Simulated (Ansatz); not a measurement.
C3F3, charge +2, doublet, at a GFN2-xTB geometry of the parent state (a state made from the parent by changing its charge; the spin is typed, not shown lowest); HF/STO-3G (Ansatz, an electronic-structure program).

Here is a job for Ansatz.
Ansatz 0.2 input:
```yaml
crystal:
  periodic: [false, false, false]
  atoms:
    - {symbol: C, position_ang: [2.40424185, 0.02022529, 0.08481996]}
    - {symbol: C, position_ang: [1.21200987, 0.01019583, 0.04275885]}
    - {symbol: C, position_ang: [-0.26204028, -0.00220437, -0.00924460]}
    - {symbol: F, position_ang: [-0.70984126, -0.97704858, -0.80217770]}
    - {symbol: F, position_ang: [-0.78714150, -0.19345774, 1.20206903]}
    - {symbol: F, position_ang: [-0.73915819, 1.15169515, -0.47878081]}
basis:
  gaussian:
    orbitals: STO-3G
hamiltonian:
  xc: hf
total_charge: 2
magnetization: {spin_polarized: false, initial_magnetization: 1}
```

Question: Write the output that Ansatz gives for this input, abridged.

Answer: 
```
Functional definition: HF
437 factors; integrals over basis functions are off by at most 4.0e-5 eV
mean field evaluation 1: about -11003.2163 eV, gradient 5.5e1 eV
mean field evaluation 2: about -11003.4212 eV, gradient 5.5e1 eV
mean field evaluation 4: about -11014.9508 eV, gradient 2.6e1 eV
mean field evaluation 8: about -11020.6814 eV, gradient 4.2e0 eV
mean field evaluation 16: about -11020.7727 eV, gradient 5.0e-2 eV
mean field evaluation 32: about -11021.7873 eV, gradient 2.6e-5 eV
mean field evaluation 64: about -11021.7538 eV, gradient 9.1e-1 eV
mean field evaluation 96: about -11021.7603 eV, gradient 7.5e-2 eV
mean field evaluation 128: about -11020.9610 eV, gradient 4.7e0 eV
mean field evaluation 160: about -11013.7876 eV, gradient 4.2e1 eV
mean field evaluation 192: about -11008.2536 eV, gradient 4.8e1 eV
mean field evaluation 224: about -11019.6244 eV, gradient 1.2e0 eV
mean field evaluation 256: about -11018.5696 eV, gradient 9.9e-1 eV
mean field evaluation 288: about -11019.9501 eV, gradient 2.0e0 eV
mean field evaluation 320: about -11019.9042 eV, gradient 4.4e0 eV
mean field evaluation 352: about -11018.3457 eV, gradient 5.3e0 eV
mean field evaluation 384: about -11015.0252 eV, gradient 3.2e1 eV
mean field evaluation 416: about -11020.0209 eV, gradient 2.3e0 eV
mean field evaluation 448: about -11011.5563 eV, gradient 1.0e1 eV
mean field evaluation 480: about -11020.4652 eV, gradient 3.0e0 eV
mean field evaluation 512: about -11020.7734 eV, gradient 8.0e-6 eV
mean field -11021.78728795 eV, -405.0432119965 hartree, gradient 2.9e-6 eV, S^2 0.750000; 6 other end points of the search recorded, 0 dependent functions left out
reference -11021.78728795 eV, -405.0432119965 hartree; 22, 21 occupied and 8, 9 virtual orbitals, 437 factors
Total energy: -11021.78728795 eV, -405.0432119965 hartree
```
